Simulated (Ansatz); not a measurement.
Stepwise reaction of `Br[Si]Br` with hydrogen fluoride, as a gas-phase model of exchange steps in deposition or etching. ΔE in kJ/mol; ΔG adds harmonic PBE0-D4 terms to CCSD(T)/CBS, at 1 bar.

Calculated with Ansatz (gas phase, PBE0-D4/def2-TZVP geometries, no zero-point term in ΔE). CCSD(T)/CBS is the MP2 limit (def2-TZVPP, def2-QZVPP) plus CCSD(T) − MP2 in def2-TZVPP, frozen cores. This one scheme is used for every species. Functionals use def2-TZVPP. B3LYP here is the variant with VWN-RPA as its local correlation; programs differ in this. For Br outer-core shells are correlated without core-valence functions, which leaves a few kJ/mol of doubt a bond. Scalar relativity is left out up to krypton.

```tsv
step	reaction	PBE-D4	B3LYP-D4	ωB97M-V	CCSD(T)/CBS	ΔG(600 K)
1	`Br[Si]Br` + H–F → `F[Si]Br` + HBr	-32.1	-43.5	-47.8	-38.2	-48.6
```

Problem. Give the row of step 2, `F[Si]Br` + H–F → `F[Si]F` + HBr. (Best estimate.)

Solution. The calculation gave: 
| step | reaction | PBE-D4 | B3LYP-D4 | ωB97M-V | CCSD(T)/CBS | ΔG(600 K) |
| --- | --- | --- | --- | --- | --- | --- |
| 2 | `F[Si]Br` + H–F → `F[Si]F` + HBr | -41.8 | -53.1 | -56.6 | -51.0 | -53.7 |

Problem. By hand: ΔE of the 2 steps together at CCSD(T)/CBS.

Solution. (-38.2) + (-51.0) = -89.2 kJ/mol, or -44.6 kJ/mol a step.

In ΔE each step is lower than the one before. All are downhill at CCSD(T)/CBS. ΔG lies between -53.7 and -48.6 kJ/mol a step. PBE-D4 differs from CCSD(T)/CBS by 6.1 to 9.2 kJ/mol a step. Isolated molecules leave out the surface, adducts and barriers. Largest T1 diagnostic: 0.015.
